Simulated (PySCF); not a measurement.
CH6FNOSi2, SMILES F[Si@H]1N[SiH2]CO1.

Coordinates come from a PBE-D3(BJ)/def2-SVP optimisation. The structure was generated by enumeration; whether it is a known compound was not checked. The values are those of a single conformer.

These are PySCF with PBE-D3(BJ)/def2-SVP values and carry that method's errors.

Frequencies are harmonic and unscaled.

```
mode  ν (cm⁻¹)  IR (km/mol)  Raman (Å⁴/amu)  depolarisation           moving atoms (share of kinetic energy)
----  --------  -----------  --------------  --------------  -----------------------------------------------
1           84          1.7             0.3            0.75           H 37 %, C 19 %, Si 15 %, N 15 %, F 8 %
2           92          2.5             0.2            0.71   F 34 %, O 20 %, H 15 %, N 13 %, C 10 %, Si 9 %
3          225         18.8             1.5            0.73          F 38 %, H 22 %, O 17 %, Si 12 %, N 10 %
4          326         12.9             2.8            0.48                  F 31 %, Si 26 %, O 19 %, N 17 %
5          358         59.5             2.5            0.74                                   H 72 %, N 12 %
6          416          3.8             3.8            0.37                  Si 39 %, H 22 %, O 21 %, C 12 %
7          458         34.8             3.1            0.45                          Si 54 %, O 19 %, N 13 %
8          495         17.3             5.3            0.66                                  H 81 %, Si 10 %
9          636          6.5            15.8            0.43                          C 45 %, H 40 %, Si 13 %
10         660         28.0            13.4            0.56                                    H 78 %, N 8 %
11         678         14.2            11.9            0.30                           H 59 %, N 27 %, Si 9 %
12         726         21.9            17.7            0.28  H 25 %, O 21 %, N 15 %, Si 15 %, C 14 %, F 10 %
13         762         44.4             9.8            0.67                          H 53 %, Si 23 %, O 18 %
14         809         24.7             3.7            0.71                                   H 66 %, C 23 %
15         833         43.8             7.9            0.70                  H 47 %, F 20 %, N 16 %, Si 16 %
16         853         24.7             3.8            0.74                          H 56 %, N 23 %, Si 13 %
17         906        215.5             1.8            0.70                          H 42 %, Si 34 %, F 16 %
18         909        265.5             2.3            0.75                          H 42 %, Si 33 %, N 10 %
19         970        101.4            15.2            0.75                                           H 91 %
20        1062        282.2             2.7            0.24                                   O 47 %, C 40 %
21        1070        147.1             0.5            0.68                                   H 56 %, N 33 %
22        1193          3.5             6.8            0.73                                           H 91 %
23        1241          5.6             3.0            0.49                                   H 75 %, C 16 %
24        1412          1.6            16.4            0.69                                           H 94 %
25        2139        149.2           135.7            0.39                                           H 96 %
26        2147        140.3           184.0            0.15                                           H 97 %
27        2250        123.9           165.9            0.21                                           H 97 %
28        2955         34.6           142.1            0.13                                           H 95 %
29        3015         13.5           111.1            0.64                                    H 91 %, C 9 %
30        3557         53.8           117.5            0.28                                           H 93 %
```
